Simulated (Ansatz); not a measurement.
```xyz
2

Si   -0.0259   -0.0321   -0.5822
O    -0.0211   -0.0386    0.9933
```

Basis set: cc-pVDZ (spherical functions). Correlated methods keep 6 orbitals frozen. Charge 0, multiplicity 1.

Computed with Ansatz (development build ahead of 0.2.0); each method stands on the lowest determinant of its kind that the runs found. Restricted open shells among the atoms or ions are ROHF, correlated in semicanonical orbitals with singles.

The atomization energy at this shape (free ground-state atoms in the same class of orbitals less the molecule, no zero-point energy) of singlet SiO:

```json
{"method": "RHF-MP2", "atomization energy": "725.9 kJ/mol"}
```

Question: What does RHF give?

Answer: 395.3 kJ/mol.
